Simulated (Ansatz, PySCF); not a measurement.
Gas-phase reaction in SMILES: C=CCl + C (CH4) → C=C (C2H4) [ethene] + CCl (CH3Cl) [chloromethane]
Geometries: B3LYP-D3(BJ)/def2-TZVP minima from Ansatz (a first-principles code).

Property: bond separation energy (electronic energy difference), in kcal/mol. Valence correlation only, unless marked. Spin-orbit coupling is left out. No relativistic terms. CBS(X,Y): correlation extrapolated as X^-3; Hartree-Fock from the larger set. [CCSD(T)-MP2]/basis is that difference in the basis named.

```
level                                                                             program  bond separation energy (kcal/mol)
-------------------------------------------------------------------------  --------------  ---------------------------------
PBE/def2-TZVPD                                                                     Ansatz                                6.0
PBE-D4/def2-TZVPD                                                          Ansatz + dftd4                                6.3
BLYP/def2-TZVPD                                                                    Ansatz                                [?]
B97M-V/def2-TZVPD                                                                  Ansatz                                [?]
r2SCAN0/def2-TZVPD                                                                 Ansatz                                [?]
PW6B95-D3(BJ)/def2-TZVPD                                                    PySCF + dftd3                                5.2
M06-2X/def2-TZVPD                                                                   PySCF                                4.7
CAM-B3LYP/def2-TZVPD                                                               Ansatz                                4.5
LC-wPBE-D3(BJ)/def2-TZVPD                                                  Ansatz + dftd3                                5.2
B2GP-PLYP-D4/def2-TZVPD                                                    Ansatz + dftd4                                [?]
RPA@PBE/cc-pV(Q+d)Z                                                                Ansatz                                3.6
SCS-MP2/STO-3G                                                                     Ansatz                                4.5
SCS-MP2/6-31G*                                                                     Ansatz                                5.2
CCSD/cc-pV(D+d)Z                                                                   Ansatz                                4.7
RI-MP2/CBS(aug-cc-pV(T+d)Z,aug-cc-pV(Q+d)Z)+[CCSD(T)-MP2]/aug-cc-pV(T+d)Z          Ansatz                                4.5
```

Question: Some entries are withheld; supply them.

Answer: 
- BLYP/def2-TZVPD, bond separation energy (kcal/mol): 5.0
- B97M-V/def2-TZVPD, bond separation energy (kcal/mol): 6.2
- r2SCAN0/def2-TZVPD, bond separation energy (kcal/mol): 5.4
- B2GP-PLYP-D4/def2-TZVPD, bond separation energy (kcal/mol): 4.9
